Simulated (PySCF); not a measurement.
# Identify the compound

An unknown has the formula C₆H₄F₂. Its calculated NMR data are:

¹H NMR (400 MHz, computed): δ 7.34 (m, 4H).

¹³C{¹H} NMR (computed): δ 168.3, 122.6.

Gas phase, a single conformation, relativity neglected, one averaged value for each set of equivalent atoms. Geometry: GFN2-xTB; shielding tensors at PBE0/pcSseg-1 (GIAO); PySCF.

Referencing at the same level of theory: TMS for ¹H (31.72 ppm) and ¹³C (186.93 ppm).

Question: Deduce the structure.

Answer: 
The formula gives 4 degrees of unsaturation (1 ring in the answer). 2 carbon signals for 6 carbons: some carbons are equivalent by symmetry or fast rotation. Carbon types of the structure: 2 × C, 4 × CH, which accounts for all hydrogens. δC 168.3: aromatic carbon bearing fluorine; an ipso carbon deshielded by its heteroatom. δC 122.6: aromatic CH. δH 7.34: hydrogen on an aromatic CH; the ring current deshields protons in the ring plane.

Structure: `c1(F)ccc(F)cc1`.

The data come from this structure; uniqueness wasn't tested.

Splittings by ¹⁹F in the carbon and heteronuclear signals aren't shown, as no couplings were computed. Shifts are as computed. Against solution values, carbons near 30 ppm lie about +3 ppm off and those near 130 ppm about +5 ppm. Of 246 compounds with measured shifts, 49 miss one by over three times the rms of a fit or turn the order of signals round; such compounds aren't used in these exercises.
